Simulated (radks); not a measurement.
Ho38+, configuration [Ar] 3d10 4s1. Calculated with a radial shooting solver on a logarithmic mesh with Libxc functionals: scalar-relativistic Kohn-Sham, r2SCAN, spin-polarised, spherical densities, finite nucleus; open shells are filled with parallel spins first (spin-orbit coupling, left out, can overturn this in heavy ions); meta-GGA in the generalised Kohn-Sham scheme; Fermi nuclear charge, rms radius 5.2022 fm. Some entries of the table are withheld. Estimate them.

orbital  occ.  eigenvalue (eV)  r(max) (bohr)
1s up       1        -57253.77        0.01311
1s down     1        -57252.84        0.01311
2s up       1        -10966.87        0.07450
2s down     1        -10966.34        0.07451
2p up       3        -9906.047        0.06052
2p down     3        -9905.438        0.06053
3s up       1        -3653.591         0.2091
3s down     1        -3652.487         0.2091
3p up       3        -3326.110         0.2051
3p down     3        -3324.823         0.2052
3d up       5        -2922.962         0.1669
3d down     5        -2921.605         0.1669
4s up       1        -1758.790         0.4463
4s down     0        -1741.392         0.4453
4p up       0        -1633.649            (1)
4p down     0        -1617.391            (2)
5s up       0              (3)         0.7767

Answer. 
(1) 4p up r(max) (bohr): 0.4558
(2) 4p down r(max) (bohr): 0.4554
(3) 5s up eigenvalue (eV): -1013.669
